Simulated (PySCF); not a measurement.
SiFCl2Br, SMILES Cl[Si](Br)(F)Cl.

Geometry: ωB97X-D3(BJ)/def2-SVP.

All values below come from SMD-PBE0/def2-SVP in PySCF.

Solvation free energies are E(SMD) − E(gas) at the gas-phase geometry, for 1 M in both phases. Bromine has the revised SMD18 radius of 2.60 Å. In vacuum the dipole moment is 0.68 D.

Question: Estimate the solvation free energies in water, dimethylsulfoxide, n-hexane. (The exact figures need the calculation; the answer reports its results.)

Answer: 
```csv
solvent,ΔG(solv) (kcal/mol),its non-electrostatic (CDS) part,dipole (D)
water,0.5,1.2,0.77
dimethylsulfoxide,-2.7,-2.0,0.77
n-hexane,-3.8,-3.6,0.71
```
